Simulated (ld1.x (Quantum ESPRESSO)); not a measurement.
**Logarithmic derivatives: Hf (Z = 72), TM**

* Element: Hf
* Generator: ld1.x (Quantum ESPRESSO) 7.5
* Type: norm-conserving Troullier–Martins (Kleinman–Bylander form)
* Functional: LDA (PZ)
* Relativity: scalar-relativistic
* Frozen core: [Xe] 4f14
* Valence charge: 4
* Reference configuration: 5d2 6s1.75 6p0.25
* Partial waves: 6s (bound): rc 2.35 bohr; 5d (bound): rc 3.54 bohr; 6p (bound): rc 3.60 bohr
* Local potential: the p channel
* Core correction: Bessel-smoothed model core, default radius (core density twice the valence density)

The phase is arctan(r·u′/u) with u = r·R(r), unwrapped; energies in Ry, scanned from -2 to 5 Ry. A pole is an energy at which the radial function vanishes at the test radius. The pseudo phase is shifted by a multiple of π to meet the all-electron one at the reference energy, and phase errors are pseudo minus all-electron; the curves can meet again beyond the range given. Levels narrower than the energy grid can be missing from the lists of poles.

**Question.** For each channel, where are the poles, and over which energies does the pseudopotential scatter like the atom?

**Answer.**

```tsv
channel	radius (bohr)	reference energy (Ry)	poles, all-electron	poles, pseudo	unbroken range about the reference energy with phases within 0.05 rad	phase error 1 Ry above the reference energy (rad)
s	3.92	-0.41	0.12, 3.75	0.11, 2.28	below 0.8	-0.024
p	3.92	-0.12	0.91, 4.82	0.85, 3.70	below 1.5	-0.015
d	3.92	-0.23	-0.08, 2.42	-0.08, 3.25	below 0.4	+0.259
```

Phases in the s channel:

```tsv
E (Ry)	all-electron	pseudo
-2.00	1.357	1.356
-1.76	1.334	1.334
-1.52	1.303	1.303
-1.28	1.256	1.255
-1.04	1.170	1.168
-0.80	0.963	0.961
-0.56	0.096	0.093
-0.32	-1.165	-1.165
-0.08	-1.467	-1.470
0.16	-1.585	-1.592
0.40	-1.659	-1.672
0.64	-1.724	-1.751
0.88	-1.796	-1.864
1.12	-1.901	-2.130
1.36	-2.104	-3.300
1.60	-2.658	-4.322
1.84	-3.750	-4.555
2.08	-4.262	-4.656
2.32	-4.449	-4.722
2.56	-4.542	-4.779
2.80	-4.599	-4.843
3.04	-4.638	-4.937
3.28	-4.668	-5.137
3.52	-4.692	-5.892
3.76	-4.713	-7.202
4.00	-4.733	-7.546
4.24	-4.752	-7.666
4.48	-4.772	-7.729
4.72	-4.794	-7.769
4.96	-4.821	-7.798
```
